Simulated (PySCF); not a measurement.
**Scalar relativity in P⁺ (phosphorus, charge +1)**

[Ne] 3s2 3p2, high-spin 3P determinant; PBE calculated with PySCF 2.14 in dyall-av3z, once non-relativistic with a point nucleus and once with spin-free X2C-1e and a Gaussian nucleus.

| shell | ε non-rel. (eV) | rms r non-rel. (bohr, spins averaged) |
| --- | --- | --- |
| 1s α | -2088.5 | 0.1206 |
| 1s β | -2088.3 | 0.1206 |
| 2s α | -183.59 | 0.5694 |
| 2s β | -183.35 | 0.5694 |
| 2p α | -135.10 | 0.5439 |
| 2p β | -134.77 | 0.5439 |
| 3s α | -23.914 | 1.960 |
| 3s β | -21.862 | 1.960 |
| 3p α | -14.983 | 2.291 |

(1) How does scalar relativity move these shells?

The total energy goes from -340.7296 to -341.5571 hartree.

Ionisation energy, P⁺ [Ne] 3s2 3p2 (3P) → P²⁺ [Ne] 3s2 3p1 (2P) (eV):

```csv
method,non-relativistic,spin-free X2C,shift
UHF,19.171,19.159,-0.012
LDA,19.826,19.813,-0.013
PBE,19.784,19.772,-0.013
PBE0,19.821,19.809,-0.012
r2SCAN,19.955,19.943,-0.012
TPSSh,19.843,19.831,-0.013
CAM-B3LYP,19.749,19.736,-0.013
MP2 (valence),19.621,19.609,-0.012
SCS-MP2 (valence),19.530,19.518,-0.012
CCSD (valence),19.655,19.644,-0.011
CCSD(T) (valence),19.690,19.679,-0.011
```

Relativity contracts and stabilises s shells directly. The contracted s shells screen the nucleus better, so for spin-averaged p shells the direct and indirect effects partly cancel.

## Answers

(1) 1s α: ε -2094.0 eV, radius -0.45 %; 1s β: ε -2093.7 eV, radius -0.45 %; 2s α: ε -184.47 eV, radius -0.36 %; 2s β: ε -184.22 eV, radius -0.36 %; 2p α: ε -135.05 eV, radius -0.09 %; 2p β: ε -134.71 eV, radius -0.09 %; 3s α: ε -23.992 eV, radius -0.26 %; 3s β: ε -21.939 eV, radius -0.26 %; 3p α: ε -14.970 eV, radius 0.01 %.
